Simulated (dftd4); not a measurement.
H₅BN, charge +1, singlet, at a GFN2-xTB geometry; dftd4 with D4 for tpssh.

The dftd4 input:
```
$ dftd4 mol.xyz --func tpssh --charge 1 --json dftd4.json --noedisp --grad

# file mol.xyz
7

B      0.88263881     0.09284034    -0.00737737
N     -0.61601020    -0.06784319    -0.00947475
H      1.53748945    -0.85254254     0.17141440
H      1.32021174     1.16097305    -0.15667069
H     -0.93054469     0.07651970     0.96132550
H     -0.92796378    -1.00605227    -0.28786176
H     -1.10031533     0.63180265    -0.58499732
```

It wrote (shortened):

```
                    ____  _____ _____     ____  _  _
      -------------|  _ \|  ___|_   _|---|  _ \| || |------------
     |             | | | | |_    | | ___ | | | | || |_           |
     |             | |_| |  _|   | ||___|| |_| |__   _|          |
     |             |____/|_|     |_|     |____/   |_|            |
     |             ===================================           |
     |            E. Caldeweyher, S. Ehlert & S. Grimme          |
     |          Mulliken Center for Theoretical Chemistry        |
     |                    University of Bonn                     |
      -----------------------------------------------------------

Rational (Becke-Johnson) damping: tpssh-D4-ATM
---------------------
  s6         1.0000
  s8         1.8590
  s9         1.0000
  a1         0.4429
  a2         4.6023
 alp        16.0000
--------------------

Dispersion energy:      -1.9170855673321E-03 Eh

Gradient norm:           5.7492631042853E-05 Eh/a0
--------------------------------------------------
     #    Z           dE/dx      dE/dy      dE/dz
--------------------------------------------------
     1    5 B     1.877E-05  2.227E-06  1.067E-06
     2    7 N    -1.159E-05 -1.136E-06  3.749E-07
     3    1 H     2.257E-05 -7.735E-06  1.132E-06
     4    1 H     2.039E-05  1.210E-05 -2.100E-06
     5    1 H    -1.508E-05  1.204E-06  1.541E-05
     6    1 H    -1.601E-05 -1.793E-05 -5.304E-06
     7    1 H    -1.905E-05  1.126E-05 -1.058E-05
--------------------------------------------------

Virial:
--------------------------------------------------
      component           x          y          z
--------------------------------------------------
          x       2.555E-04  1.866E-05  3.599E-06
          y       1.866E-05  8.726E-05 -6.612E-06
          z       3.599E-06 -6.612E-06  4.355E-05
--------------------------------------------------

[Info] Dispersion results written to 'dftd4.txt'
[Info] JSON dump of results written to 'dftd4.json'
```
